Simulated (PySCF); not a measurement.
SrCl, SMILES [Cl][Sr], multiplicity 2. Atoms are numbered in the order given.

```xyz
2

Sr     0.0000     0.0000    -0.8047
Cl     0.0000     0.0000     1.7988
```
Charge 0, spin multiplicity 2.

Geometry optimised at B3LYP-D3(BJ)/def2-TZVPD. The spin state was assumed, not searched. The def2 effective core potentials stand for the cores of Sr; spin–orbit coupling is left out.

Calculation: PBE0/def2-TZVPD (PySCF).

Mulliken values depend strongly on the basis, most of all with diffuse functions as here. ESP charges are fitted to the potential on shells at 1.4 to 2.0 van der Waals radii. Atomic charges (e):

```
atom  ESP fit  Mulliken  Mulliken spin
----  -------  --------  -------------
Sr1         ?      0.78           0.99
Cl2         ?     -0.78           0.01
```

**Question.** Complete the blanks. (The exact figures need the calculation; the answer reports its results.)

**Answer.** 
- Sr1, ESP fit: 0.42
- Cl2, ESP fit: -0.42
